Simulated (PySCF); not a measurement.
# Fractional electron number in Rh⁺ (rhodium, charge +1)

The 4d beta orbital of [Kr] 4d8 is emptied in steps (occupation f), with all orbitals relaxed, ending at [Kr] 4d7. Computed with PySCF 2.14 in def2-TZVPPD with the def2 core potential (28 electrons), with scalar relativity through the core potential. The exact energy is a straight line in f; departures are measured from the line between the end points of the same method.

```
  f  BLYP (eV)
  1      0.000
0.9     -0.502
0.7     -1.180
0.5     -1.416
0.3     -1.198
0.1     -0.517
  0      0.000
```

```json
{"method": "BLYP", "E(f=0) − E(f=1) (eV)": "18.585", "−ε at f=1 (eV)": "13.031", "−ε at f=0.5 (eV)": "18.534"}
```

Orbital energy along the path (eV):

```
  f     BLYP
  1  -13.031
0.9  -14.104
0.7  -16.291
0.5  -18.534
0.3  -20.826
0.1  -23.163
  0  -24.345
```

Reference removal energy between the ground levels: 18.08 eV (semi-empirical (NIST evaluation); NIST Atomic Spectra Database, ionization energies). The calculation has no spin-orbit coupling. The determinant left behind need not be the lowest term of the ion.
